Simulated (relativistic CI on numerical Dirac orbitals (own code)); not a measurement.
## Electric-dipole transitions in Mg

These numbers are calculated, not measured: Dirac-Coulomb-Breit CI, orbitals from a KLI potential per configuration, QED by a radiative potential, valence Slater integrals scaled by 0.85, P86 correlation energy added to each configuration (own radial code, finite nucleus).

Configuration list (outside the closed core [Ne]): 3s2, 3s.3p, 3s.4s, 3s.3d, 3s.4p, 3s.5s, 3s.4d, 3s.5p, 3s.4f, 3s.6s, 3s.5d, 3s.6p, 3s.5f, 3p2, 3d2, 3p.4s. Levels of other configurations are missing.

```tsv
λ vac (nm)	Lower	Upper	A (s⁻¹)	E lower (eV)	E upper (eV)
171.36	3s2 1S_0 [1]	3s.6p 1P°_1 [42]	1.77e+07	0.0000	7.2355
179.58	3s2 1S_0 [1]	3s.5p 1P°_1 [26]	5.00e+07	0.0000	6.9041
197.81	3s2 1S_0 [1]	3s.4p 1P°_1 [15]	1.56e+08	0.0000	6.2679
276.32	3s2 1S_0 [1]	3s.3p 1P°_1 [5]	4.98e+08	0.0000	4.4869
284.83	3s.3p 3P°_1 [3]	3p2 3P_2 [28]	1.58e+08	2.5558	6.9088
284.98	3s.3p 3P°_0 [2]	3p2 3P_1 [27]	2.10e+08	2.5536	6.9043
285.13	3s.3p 3P°_1 [3]	3p2 3P_1 [27]	1.58e+08	2.5558	6.9043
285.13	3s.3p 3P°_2 [4]	3p2 3P_2 [28]	4.73e+08	2.5604	6.9088
285.28	3s.3p 3P°_1 [3]	3p2 3P_0 [25]	6.29e+08	2.5558	6.9019
285.43	3s.3p 3P°_2 [4]	3p2 3P_1 [27]	2.62e+08	2.5604	6.9043
```

Terms are leading LS components. Brackets give the number of a level in order of energy, since labels repeat. The list gives strong lines, with weight on those to low levels, without lines whose two gauges differ by over a factor of 2.5, among the lowest 46 of 61 levels, so that lines to higher ones, which can be the strongest, are missing, and without lines across small gaps between configurations, and without 60 lines that miss the measured interval by over 3.5 %, start from a term whose rates miss tabulated ones by over 60 %, have gauges far apart or, lacking measured levels, span too small a gap for the errors found; lines with a level outside our table were not tested and can miss by more. Levels whose partners in the same complex of configurations lie outside the list can be far off, and so can their lines. Rates are taken at the computed energies, electric ones in the length gauge.

Correlation outside the listed configurations is missing or only estimated: errors of thousands of cm⁻¹ between configurations and terms are usual at this charge. Rates and lifetimes follow the computed energies and can be off by large factors. The fine structure of a lone outer electron comes out too small, for d and f at times inverted, and misplaced configurations move strength between like terms. 45 of the 45 excited levels that our extract of the measured tables holds in this range could be paired (the sources list more); they are missed by 897 cm⁻¹ on average and 2151 at most, and levels without a partner can miss by more.

Task: From the table, what is the radiative lifetime of 3p2 3P_1?

Result: The listed rates from this level add up to about 6.29e+08 s⁻¹, 100 % of its decay; with all channels τ = 1.59e-09 s.
